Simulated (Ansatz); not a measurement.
Stretching the Si1–H3 bond in BrH3Si (SMILES [SiH3]Br) (multiplicity 1 held, fragments rigid). Energies count from the point at 1.476 Å.
Geometry at that point (charge 0, multiplicity 1):
| atom | x (Å) | y (Å) | z (Å) |
|---|---|---|---|
| Si | -1.4770 | 0.0448 | 0.0178 |
| Br | 0.7572 | -0.0230 | -0.0091 |
| H | -1.9032 | 1.4226 | -0.2939 |
| H | -1.9369 | -0.3488 | 1.3635 |
| H | -1.9821 | -0.8973 | -0.9993 |

Restricted levels (R-, RO-) in cc, def2 and unpolarised 6-31G sets keep to the state of the molecule at rest. U- levels take the lowest unrestricted solution at each point, which mixes spins at long bonds. Active spaces are followed from a long bond inwards. Levels need not reach the same state.

Cores are frozen in the correlated methods. Filled d and f shells under p-block atoms count as core.

Codes used: Ansatz (Gaussian basis) for Hartree–Fock, density functionals and correlated methods. Each number belongs to the level named beside it.

Q: What is the computed energy at R = 4.722 Å (R-SCS-MP2/def2-SVP)?

A: 469 kJ/mol

Doubts at one or more of the structures used: a restricted determinant that unrestricted orbitals would lower (R-SCS-MP2/def2-SVP).

Ansatz is a first-principles code.
